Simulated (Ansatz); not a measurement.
`C#[C][Al]([AlH2])[Cl]`, 8 atoms. Total charge 0; spin multiplicity 1. All runs use 2 threads of an Intel Xeon Platinum 8488C on a shared host. Correlated methods freeze the cores.

How many basis functions does each run have, and how long does it take in Ansatz? RKS PBE0-D4/def2-SVP energy; RKS PBE0-D4/def2-TZVPP energy; RKS ωB97M-V/def2-QZVPP energy; RKS BHLYP-D4/def2-TZVPP energy; RKS PBE-D4/def2-TZVPP energy and forces; RHF-CCSD(T)/def2-TZVPP energy; RKS PBE0-D4/def2-QZVPP energy; RHF-CCSD(T)/def2-SVP energy; RHF-MP2/def2-QZVPP energy; RKS B2PLYP (frozen core)/def2-TZVPP energy; RKS PBE0-D4/def2-TZVP relaxation (6 steps); RKS PBE0-D4/def2-TZVP frequencies. (Estimate.)

Computed: Other jobs shared the machine, so times are rough.

```json
{"level": "RKS PBE0-D4/def2-SVP", "job": "energy", "functions": "97", "wall time": "1.2 s", "peak host memory (GiB)": "0.42"}
{"level": "RKS PBE-D4/def2-TZVPP", "job": "energy and forces", "functions": "230", "wall time": "2.6 s", "peak host memory (GiB)": "0.3"}
{"level": "RHF-CCSD(T)/def2-SVP", "job": "energy", "functions": "97", "wall time": "2.8 s", "peak host memory (GiB)": "0.42"}
{"level": "RKS PBE0-D4/def2-TZVPP", "job": "energy", "functions": "230", "wall time": "3.4 s", "peak host memory (GiB)": "0.58"}
{"level": "RKS BHLYP-D4/def2-TZVPP", "job": "energy", "functions": "230", "wall time": "3.7 s", "peak host memory (GiB)": "0.61"}
{"level": "RKS B2PLYP (frozen core)/def2-TZVPP", "job": "energy", "functions": "230", "wall time": "6.5 s", "peak host memory (GiB)": "0.54"}
{"level": "RKS PBE0-D4/def2-QZVPP", "job": "energy", "functions": "414", "wall time": "11 s", "peak host memory (GiB)": "1.3"}
{"level": "RKS ωB97M-V/def2-QZVPP", "job": "energy", "functions": "414", "wall time": "21 s", "peak host memory (GiB)": "1.6"}
{"level": "RHF-MP2/def2-QZVPP", "job": "energy", "functions": "414", "wall time": "24 s", "peak host memory (GiB)": "1.9"}
{"level": "RKS PBE0-D4/def2-TZVP", "job": "relaxation (6 steps)", "functions": "191", "wall time": "30 s", "peak host memory (GiB)": "0.51"}
{"level": "RHF-CCSD(T)/def2-TZVPP", "job": "energy", "functions": "230", "wall time": "64 s", "peak host memory (GiB)": "3.5"}
{"level": "RKS PBE0-D4/def2-TZVP", "job": "frequencies", "functions": "191", "wall time": "2.4 min", "peak host memory (GiB)": "0.5"}
```
